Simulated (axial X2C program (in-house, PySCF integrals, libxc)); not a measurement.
ZnC⁺: cheaper levels and CCSD(T), with spin–orbit coupling

Computed with an in-house relativistic program for diatomic molecules. Two-component (2c) means X2C with spin–orbit coupling and atomic mean-field two-electron Coulomb and Gaunt terms. Basis: Zn dyall-cv3z [9s10p6d3f2g], C dyall-v3z [7s6p2d1f] (cores contracted in-house); Gaussian nuclei, density fitting, unrestricted open shells. Masses: Zn 63.929 u, C 12.000 u.

State: Ω = 1/2 (⟨Sz⟩ = -0.50, ⟨Lz⟩ = 1.00 at HF); fragments Zn+ + C.

```
level  Re (Å)  ωe (cm⁻¹)  De (eV)
 PBE0   2.066      434.8     1.62
   HF   2.359      273.3    0.535
 CCSD   2.111      385.9     1.28
 BLYP   2.076      415.2     1.99
```

Correlated methods: 15 electrons correlated (number of frozen shells: Zn 3 s, 2 p; C 1 s), 225 virtual spin orbitals or spinors in MP2, 90 natural virtuals in coupled cluster.

CCSD(T), same Hamiltonian and basis:

Re = 2.084 Å, ωe = 405.6 cm⁻¹; T1 = 0.036 (Lee–Taylor normalisation).

(1) Give the differences from CCSD(T) in the columns below.

The state is one determinant whose occupation by symmetry is held fixed; it was picked as the lowest of a PBE0 search that is not exhaustive. Dissociation energies refer to the lowest single-determinant-based atoms at the same level and basis. De is not given where an atomic determinant may have missed its ground term or J level, or where the truncated virtual space spoils (T). Density functionals use the spin component along the axis (collinear). Coupled cluster ran in a truncated set of natural virtual spinors; the MP2 energy of the rest was added. (T) has no such correction and the atoms are truncated less, which lowers De at CCSD(T) by a hundredth of an eV or more. In 2c an atomic determinant is not the ground J level, so De misses part of the atomic spin–orbit lowering. This holds for PBE0, CCSD, BLYP. Without a current term, density functionals place determinants with orbital angular momentum somewhat too high. The determinant is spin-polarised beyond a pure state at some levels (its spin-free form has ⟨S²⟩ too high), which makes Re and μ there less reliable.

## Answers

(1) 

```
level  ΔRe (Å)  Δωe (cm⁻¹)
 PBE0   -0.018          29
   HF    0.275        -132
 CCSD    0.027         -20
 BLYP   -0.008          10
```
